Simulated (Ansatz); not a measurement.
Mulliken charges of F₂H₃N₂Nb, SMILES `[NH]=[Nb]([NH2])([F])[F]` from ωB97M-V/def2-TZVPP in Ansatz (PBE0-D4/def2-TZVP geometry).

```tsv
atom	x (Å)	y (Å)	z (Å)	charge (e)
N1	-0.976	1.227	0.533	-0.624
Nb2	-0.048	0.279	-0.591	1.555
N3	0.677	-1.148	0.530	-0.523
F4	-1.152	-0.428	-1.942	-0.412
F5	1.338	1.304	-1.346	-0.412
H6	-1.545	1.858	1.077	0.134
H7	0.526	-1.270	1.518	0.151
H8	1.273	-1.880	0.165	0.131
```

Task: By hand: the dipole of these point charges (1 e Å = 4.8032 D).

Result: Σ q r = (0.143, -0.281, 0.221) e Å, of length 0.385 e Å = 1.85 D.

Task: How does the dipole of the full density compare? (Best estimate.)

Result: The calculation gave: (0.086, -0.271, 0.429) e Å, 2.47 D; the point charges give 0.75 times that, at 22° from its direction.

Point charges leave out the atoms' own dipoles, such as those of lone pairs, and Mulliken's split depends on the basis, so the two needn't agree.
